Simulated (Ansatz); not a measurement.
Gas-phase electronic energies from Ansatz, PBE0-D4/def2-TZVP geometries. CBS: MP2 limit from def2 TZ/QZ plus the TZ coupled-cluster correction, frozen cores. This one scheme is used for every species. Functionals use def2-TZVPP. One conformer a species, not always the lowest.

`[SiH3]C=C([SiH3])[SiH3]` + `CBF` → `FBC[SiH3]` + `C=C([SiH3])[SiH3]`  (formal exchange of groups at the Si–C bond)

`[SiH3]C=C([SiH3])[SiH3]`:

```xyz
15

Si    0.189   -1.355    2.014
C    -0.216    0.204    1.043
C    -0.103    0.411   -0.282
Si   -0.585    2.080   -0.978
Si    0.517   -0.902   -1.460
H    -0.640   -2.505    1.567
H     1.624   -1.720    1.884
H    -0.106   -1.083    3.446
H    -0.588    1.030    1.656
H    -1.677    1.931   -1.979
H     0.573    2.710   -1.669
H    -1.042    2.956    0.134
H    -0.525   -1.196   -2.480
H     0.851   -2.151   -0.728
H     1.728   -0.410   -2.169
```

`CBF`:

```xyz
7

C     0.036    0.686   -0.037
B    -0.038   -0.863    0.042
F    -0.957   -1.457    0.792
H    -0.714    1.197    0.569
H    -0.069    1.006   -1.080
H     1.033    1.024    0.267
H     0.709   -1.594   -0.552
```

`FBC[SiH3]`:

Z-matrix (Å, degrees):
```
C
B 1 1.543
Si 1 1.888 2 110.7
H 1 1.094 2 112.5 3 -119.3
H 1 1.094 2 111.4 3 117.0
F 2 1.328 1 119.8 3 93.6
H 2 1.201 1 123.7 3 -84.0
H 3 1.486 1 109.6 2 178.4
H 3 1.487 1 110.4 2 58.6
H 3 1.486 1 110.4 2 -61.6
```

`C=C([SiH3])[SiH3]`:

```xyz
12

C     1.529   -0.543   -0.270
C     0.286   -0.102   -0.050
Si   -0.592   -0.579    1.525
Si   -0.541    0.981   -1.325
H     2.084   -0.293   -1.173
H     2.055   -1.177    0.442
H    -1.847   -1.318    1.219
H    -0.964    0.634    2.302
H     0.302   -1.439    2.346
H     0.391    1.203   -2.463
H    -0.917    2.292   -0.729
H    -1.788    0.340   -1.823
```

```tsv
species	PBE0-D4 energy (Eh)
`[SiH3]C=C([SiH3])[SiH3]`	-950.25657
`CBF`	-165.14632
`FBC[SiH3]`	-455.73051
`C=C([SiH3])[SiH3]`	-659.67936
```

Question: Work out ΔE.

Answer: ΔE = (-455.73051) + (-659.67936) − (-950.25657) − (-165.14632) = -0.00698 Eh = -18.3 kJ/mol. CCSD(T)/CBS gives -19.9 kJ/mol.

Largest T1 diagnostic among the species: 0.013.

The D4 term adds +5.9 kJ/mol with B3LYP and +3.5 kJ/mol with PBE0; it sums over pairs of atoms, weighted by their polarisabilities, and B3LYP, whose exchange is more repulsive, gets the larger term. In def2-TZVPP, CCSD(T) changes the Hartree–Fock value by +6.7 kJ/mol (the triples alone add +1.6 kJ/mol) and MP2 by +6.1 kJ/mol.

B3LYP here is the variant with VWN-RPA as its local correlation; programs differ in this.
